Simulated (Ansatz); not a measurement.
Name a neutral molecule of C, N, O, Si and H with LUMO energy (PBE/def2-TZVPP) between -1.10 and -0.80 eV and HOMO–LUMO gap (PBE0/def2-TZVPP) between 7.50 and 7.80 eV (Ansatz, PBE0-D4/def2-TZVP geometry).

`N#CN[SiH2]O` (-1.04 eV, 7.78 eV). Other molecules can fit too; these were computed, each in one conformer that needn't be the lowest.
